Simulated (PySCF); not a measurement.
**Orbital picture of InPb⁺**

PBE at R = 3.320 Å; basis In def2-SVP with ECP28, Pb def2-SVP with ECP60; scalar-relativistic core potentials; PySCF 2.14. State: ³Π (triplet), unpaired electrons σ ↑, π ↑. Only the outer orbitals are listed, counted within each symmetry, core potentials removing the inner ones.

```tsv
spin	orbital	occ.	ε (eV)	on In (%)	main shells (%)
α	7σ	1	-17.55	4	96 Pb s
α	8σ	1	-13.64	91	91 In s
α	9σ	1	-9.31	38	61 Pb p, 33 In p
α	5π	1	-8.82	13	86 Pb p, 13 In p
α	5π	0	-8.78	14	86 Pb p, 13 In p
α	6π	0	-7.08	86	86 In p, 13 Pb p
α	6π	0	-7.07	86	86 In p, 13 Pb p
β	7σ	1	-16.71	5	95 Pb s
β	8σ	1	-13.23	93	93 In s
β	9σ	0	-8.26	43	56 Pb p, 39 In p
β	5π	0	-8.26	19	81 Pb p, 18 In p
β	5π	0	-7.71	35	64 Pb p, 35 In p
```

Question: Which are the highest filled and the lowest empty level, where do they sit, and how wide is the gap?

Answer: Highest filled α 5π at -8.82 eV (in %: 86 Pb p, 13 In p); lowest empty α 5π at -8.78 eV (in %: 86 Pb p, 13 In p); the gap at PBE is 0.04 eV. Both belong to one degenerate shell, split only by its one-sided filling, so this is no excitation gap.

The bond order (Mayer) is 0.77 and the ⟨S²⟩ is 2.002. The charge on In (Mulliken, basis-dependent) is 0.56. The charge on In (Löwdin, basis-dependent) is 0.52. The dipole moment (positive dipole points towards Pb; it is taken about the centre of mass and depends on that origin) is -2.89 D. The polarisability along the bond is 160.8 bohr³. The polarisability across the bond is 48.3 bohr³.

These are scalar-relativistic numbers at best; spin–orbit coupling would shift them, the dissociation energy most. The state was picked by a PBE0 search and need not be the measured ground state.
